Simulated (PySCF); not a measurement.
C₇H₈N₂S.
Structure used (PBE0-D3(BJ)/def2-SVP), in Å, numbered top down from 1:
```
atom  x, y, z in Å
C1     2.3330    1.7934    2.2348
C2     1.8797    0.7250    1.8947
C3     1.3133   -0.5645    1.5065
N4     0.5298   -0.5122    0.2935
N5     1.0204   -1.0114   -0.8442
C6     0.0727   -0.8104   -1.7446
C7    -1.0487   -0.1538   -1.1934
C8    -0.7110    0.0271    0.1402
S9    -1.5368    0.7680    1.4914
C10   -3.2414    0.6391    0.9166
H11    2.7348    2.7464    2.5256
H12    2.1100   -1.2983    1.3194
H13    0.6779   -0.9479    2.3232
H14    0.2205   -1.1427   -2.7719
H15   -1.9657    0.1480   -1.6915
H16   -3.5011   -0.4031    0.6840
H17   -3.8699    0.9974    1.7432
H18   -3.4143    1.2775    0.0388
```

Level: PBE0/pcSseg-1 in PySCF, non-relativistic, on one gas-phase PBE0-D3(BJ)/def2-SVP geometry that isn't relaxed in the solvent. The solvent is an IEF-PCM continuum (cavity from Bondi-type radii × 1.2). Specific hydrogen bonds and non-electrostatic terms are outside this model.

| run | E − E(gas) (kcal/mol) | HOMO (eV) | HOMO–LUMO gap (eV) | dipole (D) |
| --- | --- | --- | --- | --- |
| gas | 0.00 | -6.26 | 6.51 | 2.64 |
| P | -8.65 | -6.40 | 6.52 | 3.65 |
| Q | -8.37 | -6.40 | 6.52 | 3.61 |

The runs were made in acetone and methanol. Which run belongs to which solvent?

P = methanol, Q = acetone. The dielectric constants are 20.49 (acetone), 32.61 (methanol), and the energy falls further as ε rises. In this model the ground state sees the solvent through ε alone.

How constant is the ratio of the lowering to (ε − 1)/(2ε + 1)?

```tsv
solvent	(ε − 1)/(2ε + 1)	E − E(gas) (kcal/mol)	ratio (kcal/mol)	polarisation term (kcal/mol)
acetone	0.464	-8.37	-18.0	-9.63
methanol	0.477	-8.65	-18.1	-10.00
```

The ratio changes by +0.5 % in size from acetone to methanol. The polarisation term is half the interaction of the solute with the induced surface charges.
